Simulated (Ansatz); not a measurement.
[Cu(PH3)2]+ (CuP2H6⁺). Total charge 1; triplet. Geometry PBE-D4/def2-SVP, that of the charge +1 singlet; atoms count from 1.

Cartesian coordinates in Å:
```
Cu -0.004 -0.007 -0.006
P 0.705 -1.567 1.431
H 0.071 -1.622 2.707
H 2.074 -1.523 1.827
H 0.597 -2.932 1.031
P -0.706 1.565 -1.433
H -2.051 1.480 -1.899
H -0.012 1.688 -2.673
H -0.674 2.919 -0.985
```

At PBE0-D4/def2-TZVP a singlet of charge 1 lies 5.07 eV below the triplet at the same geometry.

Estimate the Mulliken populations from the PBE0/def2-TZVP orbitals of Ansatz.


| atom | charge (e) | spin (α − β) | d electrons |
| --- | --- | --- | --- |
| Cu1 | -0.01 | 1.40 | 9.33 |
| P2 | 0.03 | 0.21 | – |
| H3 | 0.17 | 0.00 | – |
| H4 | 0.15 | 0.05 | – |
| H5 | 0.15 | 0.05 | – |
| P6 | 0.03 | 0.21 | – |
| H7 | 0.15 | 0.05 | – |
| H8 | 0.17 | 0.00 | – |
| H9 | 0.15 | 0.05 | – |
Mulliken values and Mayer orders depend strongly on the basis.

Where does the spin sit?

Summed by element: Cu 1.40, P 0.42, H 0.19, of 2 unpaired in all. Largest on single atoms: Cu1 1.40, P2 0.21, P6 0.21.

And the Mayer bond orders between bonded heavy atoms (over 0.3)?

Cu1–P2 1.02 (2.24 Å); Cu1–P6 1.02 (2.24 Å).
